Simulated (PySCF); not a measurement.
Spinor energies of Re+ (rhenium, charge +1)

Start: [Xe] 4f14 5d4 6s1 7s1; 5d5/2 filled at m_j = -1/2, +1/2, +3/2, +5/2; 6s1/2 filled at m_j = +1/2; 7s1/2 filled at m_j = +1/2. Calculated with PySCF 2.14 in x2c-SVPall-2c with one added diffuse shell each of s, d type (8s9p10d2f, 99 functions): generalised Hartree-Fock with the X2C-1e Hamiltonian and a Gaussian nucleus; one run each with spin-orbit coupling (SO) switched off, then screened by Boettger's factors. This is a chosen level, not necessarily the ground level.

```json
{"spinor shell": "1s1/2", "electrons": "2", "ε, spin-free (eV)": "-72080.0", "ε, screened SO (eV)": "-72057.2", "weight of nominal j (screened SO)": "1.000", "rms radius, screened SO (bohr)": "0.0204"}
{"spinor shell": "2s1/2", "electrons": "2", "ε, spin-free (eV)": "-12654.6", "ε, screened SO (eV)": "-12647.5", "weight of nominal j (screened SO)": "1.000", "rms radius, screened SO (bohr)": "0.0824"}
{"spinor shell": "2p1/2", "electrons": "2", "ε, spin-free (eV)": "-11051.3", "ε, screened SO (eV)": "-12081.6", "weight of nominal j (screened SO)": "1.000", "rms radius, screened SO (bohr)": "0.0700"}
{"spinor shell": "2p3/2", "electrons": "4", "ε, spin-free (eV)": "-11051.3", "ε, screened SO (eV)": "-10636.0", "weight of nominal j (screened SO)": "1.000", "rms radius, screened SO (bohr)": "0.0775"}
{"spinor shell": "3s1/2", "electrons": "2", "ε, spin-free (eV)": "-3005.9", "ε, screened SO (eV)": "-3003.5", "weight of nominal j (screened SO)": "1.000", "rms radius, screened SO (bohr)": "0.210"}
{"spinor shell": "3p1/2", "electrons": "2", "ε, spin-free (eV)": "-2525.0", "ε, screened SO (eV)": "-2751.4", "weight of nominal j (screened SO)": "1.000", "rms radius, screened SO (bohr)": "0.202"}
{"spinor shell": "3p3/2", "electrons": "4", "ε, spin-free (eV)": "-2525.0", "ε, screened SO (eV)": "-2432.0", "weight of nominal j (screened SO)": "1.000", "rms radius, screened SO (bohr)": "0.217"}
{"spinor shell": "3d3/2", "electrons": "4", "ε, spin-free (eV)": "-1972.9", "ε, screened SO (eV)": "-2012.4", "weight of nominal j (screened SO)": "1.000", "rms radius, screened SO (bohr)": "0.192"}
{"spinor shell": "3d5/2", "electrons": "6", "ε, spin-free (eV)": "-1972.9", "ε, screened SO (eV)": "-1944.3", "weight of nominal j (screened SO)": "1.000", "rms radius, screened SO (bohr)": "0.196"}
{"spinor shell": "4s1/2", "electrons": "2", "ε, spin-free (eV)": "-673.47", "ε, screened SO (eV)": "-672.76", "weight of nominal j (screened SO)": "1.000", "rms radius, screened SO (bohr)": "0.468"}
{"spinor shell": "4p1/2", "electrons": "2", "ε, spin-free (eV)": "-512.87", "ε, screened SO (eV)": "-566.13", "weight of nominal j (screened SO)": "1.000", "rms radius, screened SO (bohr)": "0.476"}
{"spinor shell": "4p3/2", "electrons": "4", "ε, spin-free (eV)": "-512.87", "ε, screened SO (eV)": "-490.86", "weight of nominal j (screened SO)": "1.000", "rms radius, screened SO (bohr)": "0.509"}
{"spinor shell": "4d3/2", "electrons": "4", "ε, spin-free (eV)": "-307.22", "ε, screened SO (eV)": "-315.29", "weight of nominal j (screened SO)": "0.999", "rms radius, screened SO (bohr)": "0.532"}
{"spinor shell": "4d5/2", "electrons": "6", "ε, spin-free (eV)": "-307.22", "ε, screened SO (eV)": "-301.17", "weight of nominal j (screened SO)": "0.999", "rms radius, screened SO (bohr)": "0.543"}
{"spinor shell": "5s1/2", "electrons": "2", "ε, spin-free (eV)": "-116.59", "ε, screened SO (eV)": "-116.48", "weight of nominal j (screened SO)": "1.000", "rms radius, screened SO (bohr)": "1.11"}
{"spinor shell": "5p1/2", "electrons": "2", "ε, spin-free (eV)": "-72.737", "ε, screened SO (eV)": "-81.408", "weight of nominal j (screened SO)": "0.935", "rms radius, screened SO (bohr)": "1.27"}
{"spinor shell": "4f5/2", "electrons": "6", "ε, spin-free (eV)": "-76.465", "ε, screened SO (eV)": "-77.626", "weight of nominal j (screened SO)": "0.983", "rms radius, screened SO (bohr)": "0.636"}
{"spinor shell": "4f7/2", "electrons": "8", "ε, spin-free (eV)": "-76.465", "ε, screened SO (eV)": "-75.072", "weight of nominal j (screened SO)": "0.985", "rms radius, screened SO (bohr)": "0.640"}
{"spinor shell": "5p3/2", "electrons": "4", "ε, spin-free (eV)": "-72.737", "ε, screened SO (eV)": "-68.947", "weight of nominal j (screened SO)": "0.961", "rms radius, screened SO (bohr)": "1.30"}
{"spinor shell": "5d5/2", "electrons": "4", "ε, spin-free (eV)": "-26.569", "ε, screened SO (eV)": "-26.418", "weight of nominal j (screened SO)": "0.569", "rms radius, screened SO (bohr)": "1.86"}
{"spinor shell": "6s1/2", "electrons": "1", "ε, spin-free (eV)": "-20.469", "ε, screened SO (eV)": "-20.448", "weight of nominal j (screened SO)": "0.990", "rms radius, screened SO (bohr)": "2.91"}
{"spinor shell": "7s1/2", "electrons": "1", "ε, spin-free (eV)": "-6.448", "ε, screened SO (eV)": "-6.437", "weight of nominal j (screened SO)": "0.998", "rms radius, screened SO (bohr)": "7.00"}
```

```json
{"quantity": "E (hartree)", "spin-free": "-16678.47560", "screened SO": "-16699.04250"}
{"quantity": "M_J", "spin-free": "5", "screened SO": "5"}
{"quantity": "⟨J²⟩", "spin-free": "30.014", "screened SO": "30.100"}
{"quantity": "⟨L²⟩", "spin-free": "6.012", "screened SO": "6.916"}
{"quantity": "⟨S²⟩", "spin-free": "12.002", "screened SO": "11.418"}
```

Each row is a mean over spinors that exchange with the open shell spreads, by up to 7.842 eV (5p3/2).

Rows whose weight is well below 1 are mixtures of j = l ± 1/2: exchange outweighs spin-orbit coupling there, and the label is only the starting occupation.

⟨J²⟩ departs a little from M_J(M_J + 1) because the unrestricted spinors polarise the closed shells.

Breit and QED terms are absent; they matter most for the inner s and p1/2 levels.

Densities and radii are taken from the X2C orbitals without a picture-change correction, which distorts them close to the nucleus.

Without spin-orbit coupling the j labels of p, d and f shells carry no meaning; the spin-free column gives the mean over the occupied spinors of each nl shell.
